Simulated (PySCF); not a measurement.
## Mayer bond orders and bond lengths

C3H6N2O2Si.
Atom-mapped SMILES: `[CH3:1][SiH2:2][O:3][c:4]1[n:5][cH:6][o:7][n:8]1` (hydrogens: H9, H10, H11 on C1; H12, H13 on Si2; H14 on C6)

Geometry (GFN2-xTB, Å), atoms numbered from 1 in this order:
```xyz
14
C3H6N2O2Si angstrom
C      2.8173   -0.0981    0.4132
Si     1.1189    0.6629    0.0894
O      0.1286   -0.6111    0.4904
C     -1.1648   -0.5823    0.4641
N     -1.8849    0.5215    0.0775
C     -3.1036    0.1153    0.2024
O     -3.1985   -1.1347    0.6310
N     -1.9258   -1.5913    0.8018
H      2.9836   -0.9813   -0.1977
H      2.9334   -0.3938    1.4524
H      3.6001    0.6166    0.1828
H      0.8056    1.7926    0.9629
H      0.8855    1.0107   -1.3115
H     -3.9962    0.6724   -0.0010
```

Bond orders from the PBE0/pcSseg-1 density (PySCF). Geometry: GFN2-xTB, one conformer, isolated molecule.

Q: Where do the orders between heavy atoms depart from those drawn in the SMILES?

A: The largest departure is 0.545, at O7–N8 (drawn aromatic, 0.955), counting aromatic bonds as 1.5. Drawn single, order below 0.88: Si2–O3 (0.830). The bonds drawn aromatic range from 0.95 to 1.66.

Q: Set the Mayer orders of the bonds beside their lengths.

A: 
```
   bond  drawn as  length (Å)  Mayer order
 C1–Si2    single       1.889        0.970
 Si2–O3    single       1.663        0.830
  O3–C4    single       1.294        1.065
  C4–N5  aromatic       1.373        1.226
  N5–C6  aromatic       1.291        1.662
  C6–O7  aromatic       1.325        1.164
  O7–N8  aromatic       1.363        0.955
  N8–C4  aromatic       1.308        1.605
  C1–H9    single       1.087        0.956
 C1–H10    single       1.087        0.956
 C1–H11    single       1.085        0.957
Si2–H12    single       1.462        0.935
Si2–H13    single       1.462        0.935
 C6–H14    single       1.072        0.958
```

Bonds between the same two heavy elements. C–O: lowest O3–C4 (1.065, 1.294 Å), highest C6–O7 (1.164, 1.325 Å); in 1 of the 1 pairs the longer bond (by over 0.003 Å) has the higher order (by 0.02 or more). C–N: lowest C4–N5 (1.226, 1.373 Å), highest N5–C6 (1.662, 1.291 Å).

Q: Sum the orders of all bonds at each heavy atom with more than one neighbour and set the sums beside the valence in the SMILES.

A: C1 3.839 (drawn 4), Si2 3.670 (drawn 4), O3 1.895 (drawn 2), C4 3.896 (drawn 4), N5 2.888 (drawn 3), C6 3.784 (drawn 4), O7 2.119 (drawn 2), N8 2.560 (drawn 3). Orders between atoms that aren't bonded are not in these sums.

For a closed shell the Mayer order of atoms A and B is Σ (PS)μν (PS)νμ over the basis functions μ on A and ν on B, with P the density and S the overlap matrix.
